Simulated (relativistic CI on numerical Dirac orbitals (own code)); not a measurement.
Computed by Dirac-Coulomb-Breit CI, separate exchange-only KLI orbitals for each configuration, model QED, unscaled Slater integrals (own radial code, finite nucleus).

Configurations in the expansion (outside the closed core [Ar]): 3d10.4s, 3d10.4p, 3d10.4d, 3d10.4f, 3d10.5s, 3d10.5p, 3d10.5d, 3d9.4s2, 3d10.5f, 3d10.6s, 3d10.5g, 3d10.6p, 3d10.6d, 3d10.6f, 3d10.7s, 3d9.4s.4p, 3d10.8s, 3d9.4s.4d, 3d9.4s.5s, 3d9.4s.4f, 3d9.4s.5p, 3d9.4s.5d. Double excitations out of closed p, d and f shells are left out; levels of such configurations are missing from the list, as are those of other unlisted configurations, and high levels can miss mixing partners.

At this charge energies of transitions that change n are usually good to better than 1 %, and those within a shell (Δn = 0) to a few per cent.

Outline of the computed level scheme of Zr XII. Lowest level of each configuration: 3d10.4s 2S_1/2 at 0.000 eV; 3d10.4p 2P°_1/2 at 25.269 eV; 3d10.4d 2D_3/2 at 68.724 eV; 3d10.5s 2S_1/2 at 106.875 eV; 3d10.4f 2F°_7/2 at 108.057 eV; 3d10.5p 2P°_1/2 at 117.652 eV; 3d10.5d 2D_3/2 at 136.313 eV; 3d10.5f 2F°_7/2 at 153.583 eV; 3d10.6s 2S_1/2 at 154.014 eV.

Some strong electric-dipole decays among the lowest 15 levels: 3d10.5s 2S_1/2 → 3d10.4p 2P°_3/2 (6.6e+10 s⁻¹); 3d10.4f 2F°_7/2 → 3d10.4d 2D_5/2 (4.3e+10 s⁻¹); 3d10.4f 2F°_5/2 → 3d10.4d 2D_3/2 (4.1e+10 s⁻¹); 3d10.4d 2D_5/2 → 3d10.4p 2P°_3/2 (4.0e+10 s⁻¹); 3d10.4d 2D_3/2 → 3d10.4p 2P°_1/2 (3.9e+10 s⁻¹); 3d10.6s 2S_1/2 → 3d10.4p 2P°_3/2 (3.3e+10 s⁻¹); 3d10.5s 2S_1/2 → 3d10.4p 2P°_1/2 (3.2e+10 s⁻¹); 3d10.5p 2P°_1/2 → 3d10.4d 2D_3/2 (3.1e+10 s⁻¹).

LS names give the leading component of a level, which can be under half, so a name can repeat, a term be missing and a line seem to break the LS rules.
